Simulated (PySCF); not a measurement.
A GIAO shielding run with PySCF 2.14 (density fitting, non-relativistic, gas phase) on SMILES C1C=C[C@H](OC(F)(F)F)[SiH2]1, C5H7F3OSi:

```
$ OMP_NUM_THREADS=1 python probes_run.py task.json out

{"job": {"kind": "nmr", "xc": "wB97X-D", "basis": "pcSseg-1", "pop": false}, "charge": 0, "multiplicity": 1}
F      2.274601     0.032591    -2.213065
C      2.517620     0.139132    -0.893769
F      3.490652     1.012275    -0.720049
F      2.953921    -1.064276    -0.499643
O      1.449604     0.544741    -0.212927
C      0.261252    -0.259449    -0.354577
C     -0.683580     0.077749     0.758451
C     -1.970184     0.311414     0.463728
C     -2.431866     0.257913    -0.968212
Si    -0.793758     0.127993    -1.919767
H      0.559521    -1.321746    -0.288107
H     -0.303344     0.099377     1.784751
H     -2.692200     0.526763     1.259338
H     -3.038985     1.138837    -1.234050
H     -3.076147    -0.621390    -1.145097
H     -0.760599    -0.948914    -2.951181
H     -0.373421     1.427722    -2.515523
```

Hardware: 1 thread of an Intel Xeon 6975P-C, shared host. The job also computes ring-centre shieldings.

(1) How large is the calculation?

(2) How long does it take, and how much memory does it need?

(3) And these other runs on the same molecule and hardware: GIAO shielding at PBE0/pcSseg-1?

## Answers

(1) 86 electrons, 212 basis functions and 1122 auxiliary functions.

(2) 39 s of wall time, with 13 SCF cycles and 6 response iterations; peak memory 1.1 GiB. Times on a shared host scatter by some tens of per cent.

(3) PBE0/pcSseg-1: 212 functions, 34 s.
